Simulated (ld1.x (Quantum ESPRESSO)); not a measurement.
**Configuration tests for argon (PAW)**

ld1.x (Quantum ESPRESSO) 7.5 input, shortened:

```
&input
   title='Ar', zed=18., rel=1, dft='PBESOL', iswitch=3,
   config='[Ne] 3s2 3p6'
 /
 &inputp
   pseudotype=3, lpaw=.true., tm=.true., lloc=-1, rcloc=1.25,
   nlcc=.true.,
   which_augfun='PSQ', rmatch_augfun_nc=.true.
 /
4
3S  1  0   2.00   0.00  1.00  1.25  0.0
3S  1  0   0.00  -1.30  1.00  1.25  0.0
3P  2  1   6.00   0.00  0.90  1.00  0.0
3P  2  1   0.00  -0.25  0.90  1.00  0.0
 &test
   configts(1)='3s2 3p6'
 /
```

Energies are relative to the spin-unpolarised reference configuration 3s2 3p6; without spin polarisation the order of configurations can differ from experiment.

Problem. Give the all-electron excitation energy and the error of the potential for: 3s2 3p5; 3s2 3p4; 3s2 3p3; 3s2 3p5.5; 3s1 3p6; 3s2 3p2.

Solution.

| valence configuration | charge | ΔE all-electron (eV) | error AE − PS (meV) |
| --- | --- | --- | --- |
| 3s2 3p5 | +1 | 16.014 | -2.1 |
| 3s2 3p4 | +2 | 44.618 | -8.3 |
| 3s2 3p3 | +3 | 87.140 | -26 |
| 3s2 3p5.5 | +0.5 | 6.526 | -0.8 |
| 3s1 3p6 | +1 | 30.580 | -2.4 |
| 3s2 3p2 | +4 | 144.713 | -70 |
